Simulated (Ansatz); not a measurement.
Reaction (ligand exchange at a Zr–O bond): `[OH][Zr]([OH])([F])[SeH]` + H–F → `[OH][Zr]([F])([F])[SeH]` + H₂O

Isolated molecules relaxed with PBE0-D4/def2-TZVP in Ansatz; ΔE leaves out vibrations. CCSD(T)/CBS adds triple-zeta CCSD(T) − MP2 to the extrapolated MP2 energy (def2 sets, frozen cores). This one scheme is used for every species. Functionals use def2-TZVPP. B3LYP here is the variant with VWN-RPA as its local correlation; programs differ in this. def2 core potentials past Kr. For Se, Zr outer-core shells are correlated without core-valence functions, which leaves a few kJ/mol of doubt a bond. Scalar relativity is left out up to krypton. Each species was taken in one conformer, which may not be the lowest.

```json
{"level": "PBE-D4", "ΔE (kJ/mol)": "-50.6", "difference from CCSD(T)/CBS": "-8.5"}
{"level": "r2SCAN-D4", "ΔE (kJ/mol)": "-51.6", "difference from CCSD(T)/CBS": "-9.5"}
{"level": "PBE0-D4", "ΔE (kJ/mol)": "-46.9", "difference from CCSD(T)/CBS": "-4.8"}
{"level": "B3LYP-D4", "ΔE (kJ/mol)": "-47.8", "difference from CCSD(T)/CBS": "-5.7"}
{"level": "B2PLYP", "ΔE (kJ/mol)": "-47.3", "difference from CCSD(T)/CBS": "-5.2"}
{"level": "PBE", "ΔE (kJ/mol)": "-52.7", "difference from CCSD(T)/CBS": "-10.6"}
{"level": "r2SCAN", "ΔE (kJ/mol)": "-52.2", "difference from CCSD(T)/CBS": "-10.1"}
{"level": "HF/def2-TZVPP", "ΔE (kJ/mol)": "-47.0", "difference from CCSD(T)/CBS": "-4.9"}
{"level": "MP2/def2-TZVPP", "ΔE (kJ/mol)": "-38.6", "difference from CCSD(T)/CBS": "3.5"}
{"level": "SCS-MP2/def2-TZVPP", "ΔE (kJ/mol)": "-41.4", "difference from CCSD(T)/CBS": "0.7"}
{"level": "CCSD/def2-TZVPP", "ΔE (kJ/mol)": "-42.0", "difference from CCSD(T)/CBS": "0.1"}
{"level": "CCSD(T)/def2-TZVPP", "ΔE (kJ/mol)": "-41.8", "difference from CCSD(T)/CBS": "0.3"}
{"level": "HF/def2-QZVPP", "ΔE (kJ/mol)": "-48.7", "difference from CCSD(T)/CBS": "-6.6"}
{"level": "SCS-MP2/def2-QZVPP", "ΔE (kJ/mol)": "-42.1", "difference from CCSD(T)/CBS": "0.0"}
{"level": "MP2/CBS(def2)", "ΔE (kJ/mol)": "-38.9", "difference from CCSD(T)/CBS": "3.2"}
{"level": "CCSD/CBS(def2)", "ΔE (kJ/mol)": "-42.3", "difference from CCSD(T)/CBS": "-0.2"}
{"level": "CCSD(T)/CBS", "ΔE (kJ/mol)": "-42.1", "difference from CCSD(T)/CBS": "0"}
```

Largest T1 diagnostic among the species: 0.016.

In def2-TZVPP, CCSD(T) changes the Hartree–Fock value by +5.2 kJ/mol (the triples alone add +0.2 kJ/mol) and MP2 by +8.4 kJ/mol. The D4 term adds +3.3 kJ/mol with B3LYP and +1.8 kJ/mol with PBE0; it sums over pairs of atoms, weighted by their polarisabilities, and B3LYP, whose exchange is more repulsive, gets the larger term. From PBE to PBE0 (25 % exact exchange), in def2-TZVPP and without D4, ΔE moves by +3.9 kJ/mol.
